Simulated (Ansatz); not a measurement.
`[OH][In]([SH])[Br]`. The species carries charge 0 and has multiplicity 1. In: def2 effective core potential. The geometry is a stationary point of PBE0-D4/def2-TZVP. It is one conformer, not always the lowest.

```xyz
6

O    -1.238   -1.163   -0.542
In    0.455   -0.417    0.137
S     0.863    1.893    0.455
Br    2.181   -2.066    0.654
H    -1.897   -0.491   -0.733
H    -0.363    2.243    0.030
```

What is the dipole moment at B3LYP/def2-TZVPP? (Best estimate.)

Ansatz gave: 2.74 D, with components (-1.60, 2.19, -0.42) D in this frame, pointing from negative to positive charge.

And with PBE, r2SCAN, ωB97M-V? (Estimate.)

Computed: PBE 2.67 D, r2SCAN 2.77 D, ωB97M-V 2.76 D.

Give the Mulliken charges with B3LYP, ωB97M-V, r2SCAN in def2-TZVPP. (An estimate is asked.)

Ansatz gave: 
| atom | B3LYP | ωB97M-V | r2SCAN |
| --- | --- | --- | --- |
| O1 | -0.48 | -0.48 | -0.49 |
| In2 | 0.84 | 0.80 | 0.85 |
| S3 | -0.31 | -0.30 | -0.32 |
| Br4 | -0.33 | -0.31 | -0.33 |
| H5 | 0.17 | 0.16 | 0.19 |
| H6 | 0.11 | 0.12 | 0.11 |

B3LYP here is the variant with VWN-RPA as its local correlation; programs differ in this.
